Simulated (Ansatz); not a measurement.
Reaction (ligand exchange at a Ga–F bond): `[OH][Ga]([F])[Cl]` + dimethylamine → `C[N](C)[Ga]([OH])[Cl]` + H–F

Calculated with Ansatz (gas phase, PBE0-D4/def2-TZVP geometries, no zero-point term in ΔE). CCSD(T)/CBS adds triple-zeta CCSD(T) − MP2 to the extrapolated MP2 energy (def2 sets, frozen cores). This one scheme is used for every species. Functionals use def2-TZVPP. B3LYP here is the variant with VWN-RPA as its local correlation; programs differ in this. For Ga outer-core shells are correlated without core-valence functions, which leaves a few kJ/mol of doubt a bond. Scalar relativity is left out up to krypton. One conformer a species, not always the lowest.

`[OH][Ga]([F])[Cl]`:

```xyz
5

O    -1.364   -0.044    0.289
Ga    0.395   -0.016    0.198
F     1.271   -0.161    1.685
Cl    1.486    0.181   -1.603
H    -1.789    0.040   -0.569
```

`CNC`:

Cartesian coordinates in Å:
```
C -0.692 -0.786 0.603
N -0.020 0.490 0.514
C 0.817 0.600 -0.658
H -1.354 -0.799 1.472
H 0.049 -1.579 0.742
H -1.286 -1.044 -0.290
H -0.701 1.237 0.521
H 1.639 -0.119 -0.587
H 1.257 1.598 -0.710
H 0.289 0.403 -1.607
```

`C[N](C)[Ga]([OH])[Cl]`:

```xyz
13

C     0.314    1.610   -0.350
N     0.175    0.199   -0.099
C     1.322   -0.588   -0.479
Ga   -1.291   -0.549    0.621
O    -1.347   -2.306    0.880
Cl   -2.977    0.648    1.173
H     1.168    2.032    0.199
H     0.477    1.812   -1.418
H    -0.582    2.151   -0.041
H     2.223   -0.269    0.063
H     1.157   -1.645   -0.263
H     1.534   -0.492   -1.554
H    -2.172   -2.604    1.268
```

H–F:

Z-matrix (Å, degrees):
```
F
H 1 0.920
```

```
             level  ΔE (kcal/mol)  difference from CCSD(T)/CBS
           ωB97M-V            8.7                          3.6
               PBE            9.8                          4.7
              PBE0            9.4                          4.3
             B3LYP           11.6                          6.5
    MP2/def2-TZVPP            5.4                          0.3
CCSD(T)/def2-TZVPP            6.7                          1.6
     HF/def2-QZVPP           14.8                          9.7
SCS-MP2/def2-QZVPP            6.8                          1.7
     MP2/CBS(def2)            3.8                         -1.3
    CCSD/CBS(def2)            6.0                          0.9
       CCSD(T)/CBS            5.1                            0
```

Largest T1 diagnostic among the species: 0.014.

The D4 term adds −3.6 kcal/mol with B3LYP and −2.0 kcal/mol with PBE0; it sums over pairs of atoms, weighted by their polarisabilities, and B3LYP, whose exchange is more repulsive, gets the larger term. In def2-TZVPP, CCSD(T) changes the Hartree–Fock value by −7.7 kcal/mol (the triples alone add −0.9 kcal/mol) and MP2 by −9.0 kcal/mol.
